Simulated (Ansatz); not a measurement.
One change: `[CH3][W]([F])(=[S])=[S]` becomes `[CH3][W]([OH])(=[S])=[S]`.

Ansatz, PBE0-D4/def2-TZVP geometries, multiplicity 1. Each molecule was computed in one conformer, which needn't be the lowest.

Elements past krypton have def2 core potentials.

```json
{"property": "HOMO energy (B3LYP/def2-TZVPP) / eV", "`[CH3][W]([F])(=[S])=[S]`": "-7.23"}
{"property": "HOMO energy (PBE/def2-TZVPP) / eV", "`[CH3][W]([F])(=[S])=[S]`": "-6.37"}
{"property": "size of the dipole moment (B3LYP/def2-TZVPP) / D", "`[CH3][W]([F])(=[S])=[S]`": "2.19"}
{"property": "LUMO energy (B3LYP/def2-TZVPP) / eV", "`[CH3][W]([F])(=[S])=[S]`": "-3.18"}
{"property": "HOMO–LUMO gap (PBE/def2-TZVPP) / eV", "`[CH3][W]([F])(=[S])=[S]`": "2.62"}
{"property": "size of the dipole moment (PBE/def2-TZVPP) / D", "`[CH3][W]([F])(=[S])=[S]`": "2.17"}
```

Give the same properties after the change, and the shifts. (Estimate.)

Computed: 
```json
{"property": "HOMO energy (B3LYP/def2-TZVPP) / eV", "`[CH3][W]([OH])(=[S])=[S]`": "-6.95", "shift": "0.28"}
{"property": "HOMO energy (PBE/def2-TZVPP) / eV", "`[CH3][W]([OH])(=[S])=[S]`": "-6.10", "shift": "0.27"}
{"property": "size of the dipole moment (B3LYP/def2-TZVPP) / D", "`[CH3][W]([OH])(=[S])=[S]`": "3.02", "shift": "0.83"}
{"property": "LUMO energy (B3LYP/def2-TZVPP) / eV", "`[CH3][W]([OH])(=[S])=[S]`": "-2.70", "shift": "0.48"}
{"property": "HOMO–LUMO gap (PBE/def2-TZVPP) / eV", "`[CH3][W]([OH])(=[S])=[S]`": "2.83", "shift": "0.21"}
{"property": "size of the dipole moment (PBE/def2-TZVPP) / D", "`[CH3][W]([OH])(=[S])=[S]`": "3.04", "shift": "0.87"}
```

With PBE0 the HOMO rises by 0.27 eV and the LUMO rises by 0.45 eV, so the gap widens by about 0.18 eV. PBE moves the HOMO by 0.27 eV and ωB97M-V by 0.27 eV. The zero-point energy changes by 29.4 kJ/mol with +3 modes. Dipoles are sizes alone; their direction can turn.

B3LYP here is the variant with VWN-RPA as its local correlation; programs differ in this.
